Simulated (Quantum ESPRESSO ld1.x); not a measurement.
Values are calculated unless marked as measured or tabulated.
Kr13+, configuration [Ar] 3d4 6p1 (not the ground configuration). Level of theory: scalar-relativistic Kohn-Sham, LDA (Slater exchange, VWN5 correlation), spin-unpolarised, spherical densities, point nucleus (ld1.x of Quantum ESPRESSO 7.5). Some entries of the table are withheld. Estimate them.

| orbital | occ. | eigenvalue (hartree) | <r^2> (bohr^2) | <r> (bohr) |
|---|---|---|---|---|
| 1s | 2 | -535.052 | 0.002324 | 0.04154 |
| 2s | 2 | -84.0270 | 0.03956 | 0.1833 |
| 2p | 6 | -76.1944 | 0.03119 | 0.1598 |
| 3s | 2 | -23.2338 | 0.2801 | 0.4956 |
| 3p | 6 | -20.7033 | 0.2808 | 0.4927 |
| 3d | 4 | -16.6968 | (1) | (2) |
| 6p | 1 | -3.38847 | 9.718 | 2.949 |

Answer. 
(1) 3d <r^2> (bohr^2): 0.2516
(2) 3d <r> (bohr): 0.4619
